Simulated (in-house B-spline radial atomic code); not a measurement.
KLI/ALDAx excitations of Mg⁸⁺

Method: KLI/ALDAx. Computed with a B-spline radial code for spherical atoms: linear response of the closed shell [He] 2s2 with the adiabatic LDA exchange kernel on the exchange-only KLI potential; non-relativistic, point nucleus, no spin-orbit coupling, no double excitations, S, P, D and F terms only.

Command:
```bash
python run_td.py task.json out
```
Settings (radii: box in bohr, nucleus in fm):
```
Z                        12
electrons                4
configuration            [He] 2s2
hamiltonian              nr
method                   kli
box_radius               11.59
intervals                66
```

Time taken, with all properties: 0.1 s on 1 thread of Arm Neoverse N1 (shared host).

The lowest states, in the order of their Tamm-Dancoff energies; the method's threshold (minus the highest occupied level) is 323.57 eV. Labels give the largest channel, * marks a mixed state, and oscillator strengths are full-response dipole values. Semilocal kernels can invert the small singlet-triplet splittings of Rydberg terms. Energies in eV:

```csv
state,full response,Tamm-Dancoff,oscillator strength
2s → 2p 3P,?,?,-
2s → 2p 1P,31.08,32.77,0.296
2s → 3s 3S,186.13,186.15,-
2s → 3s 1S,190.02,190.05,-
2s → 3p 3P,192.48,192.51,-
2s → 3p 1P,193.90,193.90,0.582
2s → 3d 3D,196.44,196.48,-
2s → 3d 1D,199.59,199.60,-
2s → 4s 3S,?,?,-
2s → 4s 1S,249.98,249.99,-
```

(1) Where does 2s → 2p 3P lie?

(2) Where does 2s → 4s 3S lie?

(3) How large is the singlet-triplet splitting of 2s → 2p (P terms) in Tamm-Dancoff?

(4) What polarisabilities and dispersion coefficient does the method give?

Results:

(1) At 13.583 eV in full response, 15.371 eV in Tamm-Dancoff.

(2) At 248.75 eV in full response, 248.75 eV in Tamm-Dancoff.

(3) 17.4 eV, from the unrounded values.

(4) Dipole 0.2441 bohr³, quadrupole 0.02641 bohr⁵, C6 0.05795 hartree·bohr⁶ for two such species.
